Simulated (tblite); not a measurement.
Parent: `[CH2:1]=[CH:2][CH2:3][O:4][SiH2:5][C:6]#[N:7]` with C1–C2–C3–O4 -1°, C2–C3–O4–Si5 157°, C3–O4–Si5–C6 62°, C4H7NOSi.

The geometries are computed with GFN2-xTB (gas phase). One conformer each, not checked by frequencies here.

| coordinate of the parent | value |
| --- | --- |
| C1=C2 | 1.319 Å |
| C2–C3 | 1.499 Å |
| C3–O4 | 1.397 Å |
| O4–Si5 | 1.610 Å |
| Si5–C6 | 1.877 Å |
| C6≡N7 | 1.146 Å |
| C1–C2–C3 | 124.6° |
| C2–C3–O4 | 111.8° |
| C3–O4–Si5 | 132.9° |
| O4–Si5–C6 | 111.3° |
| Si5–C6–N7 | 179.2° |

**Question.** In one relative the bonds that all share with the parent change as follows (parent's numbers): C1–C2 0.000, C2–C3 0.000, C3–O4 +0.014, O4–Si5 0.000, Si5–C6 -0.001, C6–N7 0.000 Å. Which is it?
A. `[CH2:1]=[CH:2][C@@H:3]([CH:4]=[O:5])[O:6][SiH2:7][C:8]#[N:9]` with C1–C2–C3–C4 -116°, C2–C3–C4–O5 115°, C2–C3–O6–Si7 -108°, C3–O6–Si7–C8 -73°
B. `[CH2:1]=[CH:2][C@@H:3]([CH2:4][CH3:5])[O:6][SiH2:7][C:8]#[N:9]` with C1–C2–C3–C4 119°, C2–C3–C4–C5 -66°, C2–C3–O6–Si7 44°, C3–O6–Si7–C8 -62°

**Answer.** B. The changes in all of them (Å):

```json
{"SMILES": "C=C[C@@H](CC)O[SiH2]C#N", "C1–C2": "0.000", "C2–C3": "0.000", "C3–O4": "+0.014", "O4–Si5": "0.000", "Si5–C6": "-0.001", "C6–N7": "0.000"}
{"SMILES": "C=C[C@@H](C=O)O[SiH2]C#N", "C1–C2": "-0.001", "C2–C3": "+0.017", "C3–O4": "-0.021", "O4–Si5": "+0.019", "Si5–C6": "-0.005", "C6–N7": "-0.001"}
```

Atoms are paired thus: C=C[C@@H](CC)O[SiH2]C#N: C1 = C1, C2 = C2, C3 = C3, O4 = O6, Si5 = Si7, C6 = C8, N7 = N9; C=C[C@@H](C=O)O[SiH2]C#N: C1 = C1, C2 = C2, C3 = C3, O4 = O6, Si5 = Si7, C6 = C8, N7 = N9.
